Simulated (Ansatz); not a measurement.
One geometry of Cl6GeH2Si2 (`Cl[Si](Cl)(Cl)[GeH2][Si](Cl)(Cl)Cl`), several functionals.

```yaml
crystal:
  periodic: [false, false, false]
  atoms:
    - {symbol: Cl, position_ang: [-2.565221, -2.355220, -1.299463]}
    - {symbol: Si, position_ang: [-1.341152, -1.436791, 0.050690]}
    - {symbol: Cl, position_ang: [-2.494936, -0.605876, 1.510304]}
    - {symbol: Cl, position_ang: [-0.136336, -2.846333, 0.895439]}
    - {symbol: Ge, position_ang: [-0.038724, 0.230438, -1.024169]}
    - {symbol: Si, position_ang: [1.379674, 1.287293, 0.557747]}
    - {symbol: Cl, position_ang: [2.512849, 2.717901, -0.355489]}
    - {symbol: Cl, position_ang: [0.274516, 2.173873, 2.022226]}
    - {symbol: Cl, position_ang: [2.627164, -0.075500, 1.417160]}
    - {symbol: H, position_ang: [0.821557, -0.426364, -2.112553]}
    - {symbol: H, position_ang: [-0.973992, 1.279477, -1.641292]}
basis:
  gaussian: {orbitals: def2-TZVPP}
hamiltonian: {xc: r2scan, dispersion: d4}
output: {forces: true, orbitals: {seedname: orbitals}}
```

```sh
$ ansatz run in.yaml --threads 4 --pin off --events-out ev --progress --plain --max-ram 46080MiB --backend cuda --devices 0, --max-vram 37GiB
```

It prints (some lines left out):

```
Functional definition: r2SCAN
2816 factors; their error is unknown
mean field evaluation 1: about -147446.5054 eV, gradient 2.9e1 eV
mean field evaluation 2: about -147446.8879 eV, gradient 2.8e1 eV
mean field evaluation 4: about -147447.9686 eV, gradient 2.3e0 eV
mean field evaluation 8: about -147447.9777 eV, gradient 5.4e-2 eV
mean field evaluation 16: about -147447.8894 eV, gradient 1.4e-4 eV
mean field -147447.88935983 eV, -5418.6099902047 hartree, gradient 2.6e-5 eV, S^2 0.000000; 0 other end points of the search recorded, 0 dependent functions left out
reference -147447.88937375 eV, -5418.6099907164 hartree; 82, 82 occupied and 330, 330 virtual orbitals, 2816 factors
Total energy: -147448.06410626 eV, -5418.6164120174 hartree
Atom 0 at    -2.565221    -2.355220    -1.299463 Å, force    -0.053943    -0.038110    -0.066554 eV/Å
Atom 1 at    -1.341152    -1.436791     0.050690 Å, force     0.044913     0.064103    -0.060841 eV/Å
Atom 2 at    -2.494936    -0.605876     1.510304 Å, force    -0.056086     0.042624     0.064178 eV/Å
Atom 3 at    -0.136336    -2.846333     0.895439 Å, force     0.058703    -0.066836     0.033726 eV/Å
Atom 4 at    -0.038724     0.230438    -1.024169 Å, force     0.001091    -0.004863     0.019577 eV/Å
Atom 5 at     1.379674     1.287293     0.557747 Å, force    -0.051190    -0.032043    -0.078517 eV/Å
Atom 6 at     2.512849     2.717901    -0.355489 Å, force     0.049035     0.064400    -0.047630 eV/Å
Atom 7 at     0.274516     2.173873     2.022226 Å, force    -0.054691     0.044445     0.064215 eV/Å
Atom 8 at     2.627164    -0.075500     1.417160 Å, force     0.060275    -0.064961     0.034388 eV/Å
Atom 9 at     0.821557    -0.426364    -2.112553 Å, force    -0.035651     0.030296     0.028587 eV/Å
Atom 10 at    -0.973992     1.279477    -1.641292 Å, force     0.037543    -0.039055     0.008872 eV/Å
Dipole moment:    -0.009956     0.053197    -0.232123 e Å
```

Run time 4 s (4 threads of an AMD EPYC 7R13 on a shared host and a share of an NVIDIA H100 80 GB); peak host memory 0.97 GiB.

With the line `hamiltonian: {xc: hse06, dispersion: d4}` and no forces (abridged; 4.8 s):

```
Functional definition: HSE06
mean field evaluation 16: about -147414.3463 eV, gradient 2.6e-4 eV
mean field -147414.34631204 eV, -5417.3773059347 hartree, gradient 4.1e-5 eV, S^2 0.000000
Total energy: -147414.93505150 eV, -5417.3989417109 hartree
```

Changing it to `hamiltonian: {xc: {name: PBE-QIDH}}` and no forces (abridged; 6.5 s):

```
Functional definition: PBE-QIDH
mean field evaluation 16: about -147372.3954 eV, gradient 9.6e-5 eV
mean field -147372.39544389 eV, -5415.8356399654 hartree, gradient 9.1e-6 eV, S^2 0.000000
49 core orbitals not correlated: weight in the atoms' cores, before any rotation towards them, 1.000 or more for the frozen orbitals, at most 0.000 for the correlated occupied ones
second order -49.75259347 eV of doubles, -0.00000000 eV of singles
Total energy: -147388.97965893 eV, -5416.4450986270 hartree
```

With the line `hamiltonian: {xc: {name: B3LYP}, dispersion: d4}` (abridged; 4.2 s):

```
Functional definition: B3LYP
mean field evaluation 16: about -147458.3959 eV, gradient 1.4e-4 eV
mean field -147458.39591058 eV, -5418.9960988234 hartree, gradient 7.9e-6 eV, S^2 0.000000
Total energy: -147459.53211011 eV, -5419.0378533859 hartree
Atom 0 force    -0.155296    -0.114636    -0.176411 eV/Å
Atom 1 force     0.064271     0.085387    -0.064780 eV/Å
Atom 2 force    -0.134914     0.116824     0.184073 eV/Å
Atom 3 force     0.163109    -0.166699     0.105871 eV/Å
Atom 4 force    -0.003962     0.021687    -0.095974 eV/Å
Atom 5 force    -0.070936    -0.050051    -0.089800 eV/Å
Atom 6 force     0.142931     0.182507    -0.121279 eV/Å
Atom 7 force    -0.151015     0.101662     0.180581 eV/Å
Atom 8 force     0.146684    -0.182489     0.103660 eV/Å
Atom 9 force    -0.002942     0.005196    -0.012045 eV/Å
Atom 10 force     0.002072     0.000612    -0.013895 eV/Å
Dipole moment:    -0.010325     0.055242    -0.241099 e Å
```

Changing it to `hamiltonian: {xc: pbe0, dispersion: d4}` and no forces (abridged; 3.4 s):

```
Functional definition: PBE0
mean field evaluation 16: about -147415.9236 eV, gradient 5.3e-5 eV
mean field -147415.92356382 eV, -5417.4352688686 hartree, gradient 5.3e-5 eV, S^2 0.000000
Total energy: -147416.53780573 eV, -5417.4578418423 hartree
```

With the line `hamiltonian: {xc: lda}` and no forces (abridged; 3.9 s):

```
Functional definition: SPW92
mean field evaluation 16: about -147063.2079 eV, gradient 2.9e-5 eV
mean field -147063.20791868 eV, -5404.4732079888 hartree, gradient 2.9e-5 eV, S^2 0.000000
Total energy: -147063.20797072 eV, -5404.4732099015 hartree
```

HSE06 is the plane-wave form, built on full-range PBE exchange.

B3LYP takes the VWN-RPA correlation (the form of Gaussian; ORCA's B3LYP/G).
